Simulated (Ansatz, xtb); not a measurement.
Relative energy of two isomers of C2H4BFO

Structure a: `B[C@@H]1O[C@H]1F`, a singlet. Structure b: `B[C@@H]1O[C@@H]1F`, a singlet. Both are isolated molecules in the gas phase, relaxed with PBE-D3(BJ)/def2-SVP; the shapes shown needn't be the lowest conformers.

a (Å):

```xyz
9

C     0.5191    1.3709    0.0472
C     0.1002    1.0230    1.4540
B    -0.2182    2.5176   -0.6679
F     1.0708    0.6304    2.3205
O    -0.2296    0.1557    0.4594
H     0.4214    3.4609   -1.0910
H    -1.4308    2.5102   -0.7428
H     1.5926    1.1569   -0.1146
H    -0.7152    1.5391    1.9980
```

b (Å):

```xyz
9

C     0.6346    1.8475    0.1948
C     0.3750    1.2228    1.5353
B    -0.5237    1.9684   -0.8222
F    -0.8703    0.7782    1.8618
O     1.0742    0.4905    0.6282
H    -1.1787    0.9997   -1.1408
H    -0.7768    3.0657   -1.2821
H     1.4682    2.5776    0.1930
H     0.8984    1.5846    2.4444
```

Energies in hartree; the thermal terms are from PBE-D3(BJ)/def2-SVP harmonic frequencies (ideal gas, rigid rotor, one conformer each, 298.15 K, 1 atm) and include the zero-point energy:

|  | a | b |
| --- | --- | --- |
| E, CCSD(T)/def2-SVP | −277.527694 | −277.528370 |
| E, MP2/def2-SVP | −277.470549 | −277.471141 |
| E, MP2/def2-TZVPP | −277.994764 | −277.994371 |
| zero-point energy | 0.058619 | 0.058489 |
| H(298 K) − E | 0.064783 | 0.064667 |
| G(298 K) − E | 0.030642 | 0.030498 |

Correct the CCSD(T) difference for the basis set by the MP2 change, then work out ΔE, ΔE₀, ΔH and ΔG for a → b in kJ/mol (1 Eh = 2625.50 kJ/mol) and the equilibrium ratio [b]/[a].

1. Differences b − a: CCSD(T) −0.000676, MP2 in the small set −0.000592, MP2 in the large set +0.000393 Eh.
2. ΔE = −0.000676 + (+0.000393 − (−0.000592)) = +0.000309 Eh = +0.81 kJ/mol.
3. ΔE₀ = ΔE + ΔZPE = +0.000309 + (−0.000130) Eh = +0.47 kJ/mol.
4. ΔH = ΔE + (−0.000116) Eh = +0.51 kJ/mol.
5. ΔG = ΔE + (−0.000144) Eh = +0.43 kJ/mol, so ΔS = (ΔH − ΔG)/T = +0.2 J/(mol K).
6. kT = 0.9442 mEh, so K = [b]/[a] = exp(−ΔG/kT) = exp(−0.17) ≈ 0.84.

The two are too close for this level to say which is favoured. An error of 4 kJ/mol in ΔG would change K by a factor of 5. Mirror images and further conformers aren't counted.

As drawn, both hold the same kinds of bond in the same numbers.

Other levels gave ΔE = +0.7 (GFN2-xTB); +0.1 (HF/STO-3G, GFN2-xTB geometries); −0.2 (r2SCAN-D4/def2-SVP, GFN2-xTB geometries); +0.7 (PBE-D3(BJ)/def2-SVP); −2.7 (HF/def2-SVP); −1.6 (MP2/def2-SVP); −1.8 (CCSD(T)/def2-SVP) kJ/mol. The correlated steps freeze 5 core orbitals. Programs: Ansatz 0.2.0, xtb 6.7.1.
